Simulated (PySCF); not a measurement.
Isomers of C7H10NPS, mass 171.027 u with the commonest isotopes. Method: PBE0/pcSseg-1 in PySCF (dipole) on a GFN2-xTB geometry, gas phase. One conformer each, none proved a minimum here; rigid rotors.

**Question.** Order these by out-of-plane moment Σ m c² = (Ia + Ib − Ic)/2, smallest first.
A. `[CH:1]#[C:2][P@@:3](=[S:4])([CH2:5][C:6]#[N:7])[CH2:8][CH2:9][CH3:10]` with C2–P3–C5–C6 62°, C2–P3–C8–C9 -176°, P3–C8–C9–C10 -173°
B. `[CH3:1][CH2:2][c:3]1[n:4][c:5]([S:6][CH3:7])[cH:8][cH:9][p:10]1` with C1–C2–C3–N4 83°, N4–C5–S6–C7 -2°
C. `[S:1]=[P:2]1([n:3]2[cH:4][cH:5][cH:6][cH:7]2)[CH2:8][CH2:9][CH2:10]1` with S1–P2–N3–C4 -84°, S1–P2–C8–C9 139°, P2–C8–C9–C10 -18°, C8–C9–C10–P2 18°, S1–P2–C10–C9 -139°

**Answer.** B (22.91 u·Å²), C (99.56 u·Å²), A (143.29 u·Å²).

**Question.** Order these by rotational constant C, largest first.
A. `[S:1]=[P:2]1([n:3]2[cH:4][cH:5][cH:6][cH:7]2)[CH2:8][CH2:9][CH2:10]1` with S1–P2–N3–C4 -84°, S1–P2–C8–C9 139°, P2–C8–C9–C10 -18°, C8–C9–C10–P2 18°, S1–P2–C10–C9 -139°
B. `[CH:1]#[C:2][P@@:3](=[S:4])([CH2:5][C:6]#[N:7])[CH2:8][CH2:9][CH3:10]` with C2–P3–C5–C6 62°, C2–P3–C8–C9 -176°, P3–C8–C9–C10 -173°
C. `[CH3:1][CH2:2][c:3]1[n:4][c:5]([S:6][CH3:7])[cH:8][cH:9][p:10]1` with C1–C2–C3–N4 83°, N4–C5–S6–C7 -2°

**Answer.** A (682.2 MHz), B (604.1 MHz), C (520.6 MHz).

**Question.** Order these by rotational constant A, smallest first.
A. `[CH3:1][CH2:2][c:3]1[n:4][c:5]([S:6][CH3:7])[cH:8][cH:9][p:10]1` with C1–C2–C3–N4 83°, N4–C5–S6–C7 -2°
B. `[S:1]=[P:2]1([n:3]2[cH:4][cH:5][cH:6][cH:7]2)[CH2:8][CH2:9][CH2:10]1` with S1–P2–N3–C4 -84°, S1–P2–C8–C9 139°, P2–C8–C9–C10 -18°, C8–C9–C10–P2 18°, S1–P2–C10–C9 -139°
C. `[CH:1]#[C:2][P@@:3](=[S:4])([CH2:5][C:6]#[N:7])[CH2:8][CH2:9][CH3:10]` with C2–P3–C5–C6 62°, C2–P3–C8–C9 -176°, P3–C8–C9–C10 -173°

**Answer.** C (964.2 MHz), A (1404 MHz), B (1498 MHz).

```csv
SMILES,point group,Ia (u·Å²),Ib (u·Å²),Ic (u·Å²),κ,μa (D),μb (D),μc (D)
CCc1nc(SC)ccp1,C1,360.02,656.59,970.79,-0.44,0.50,0.73,0.10
S=P1(n2cccc2)CCC1,Cs,337.33,602.60,740.82,-0.62,0.05,4.20,0.00
C#C[P@@](=S)(CC#N)CCC,C1,524.12,599.02,836.56,0.33,0.19,0.30,0.69
```
